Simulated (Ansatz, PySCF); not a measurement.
System: GaBr$_{2}$, charge 0, doublet. GaBr2 (SMILES [Ga]([Br])[Br], doublet).
B3LYP-D3(BJ)/def2-TZVP minimum from Ansatz (an electronic-structure program):
```xyz
3

Ga     0.6960     0.3351     0.2410
Br    -0.5928     1.3825    -1.4138
Br    -0.0237    -1.6794     1.2004
```
Charge 0, spin multiplicity 2.

Atomisation energy term by term, kcal/mol (programs: Ansatz). Radicals and triplets start from unrestricted determinants; spin-orbit coupling is neglected. Correlated methods leave the cores frozen (noble-gas shells, and filled d and f shells in the p block). No relativity. CBS(X,Y): correlation extrapolated as X^-3, Hartree-Fock from the larger set (Q,5: extrapolated as (X+1)exp(-9√X)). A bracket is a step between two methods taken in the basis named. Where a partner has so few electrons that a lower coupled-cluster level is exact, that level stands in. Spin-orbit terms, left out, reach several kcal/mol for Br and I, and more for heavier atoms. The spin of Br2Ga ([Br][Ga][Br], doublet) was assumed, and the state is the lowest solution found for it.

```tsv
term	basis	kcal/mol
Hartree-Fock	CBS(cc-pVQZ,cc-pV5Z)	106.18
CCSD correlation	CBS(cc-pVQZ,cc-pV5Z)	34.30
(T)	CBS(cc-pVQZ,cc-pV5Z)	5.50
CCSDT(Q) - CCSD(T)	cc-pVTZ	0.25
minus zero-point energy	Hessian by PySCF at B3LYP-D3(BJ)/def2-TZVP	-0.86
sum: D0		145.4
```

The step beyond CCSD(T) by other levels: CCSDT(Q) in cc-pVDZ 0.49 kcal/mol.
